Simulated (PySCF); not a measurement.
**S: excitation energy**

S [Ne] 3s2 3p4 (3P) → S [Ne] 3s1 3p4 4s1 (5P), as a difference of total energies. All numbers are calculated (PySCF 2.14, the non-relativistic Hamiltonian (point nucleus), in aug-cc-pwCVTZ (8s7p5d3f, 75 functions)). Correlated levels: valence: [Ne] frozen; valence and next inner shell: 1s2 frozen; nothing frozen. The calculations carry no spin-orbit coupling.

| method | excitation energy (eV) |
| --- | --- |
| UHF | 16.468 |
| LDA | 17.031 |
| PBE | 16.907 |
| PBE0 | 17.100 |
| r2SCAN | 16.766 |
| BHandHLYP | 17.477 |
| MN15 | 16.671 |
| M06-2X | 17.293 |
| B3LYP | 17.237 |
| MP2 (valence) | 16.786 |
| SCS-MP2 (valence) | 16.974 |
| MP2 (valence and next inner shell) | 16.870 |
| SCS-MP2 (valence and next inner shell) | 17.031 |
| MP2 (all electrons) | 16.865 |
| SCS-MP2 (all electrons) | 17.028 |

Problem. How much does correlation contribute at MP2 (all electrons)?

Solution. 16.865 − (16.468) = 0.397 eV, measured against UHF.

The upper state lies above the first ionisation limit, where it may autoionise and the basis confines it. A Rydberg-like electron needs more diffuse functions than a valence basis has.

The promoted electron is Rydberg-like, and one or two diffuse shells describe it only roughly, which tends to raise the upper state.
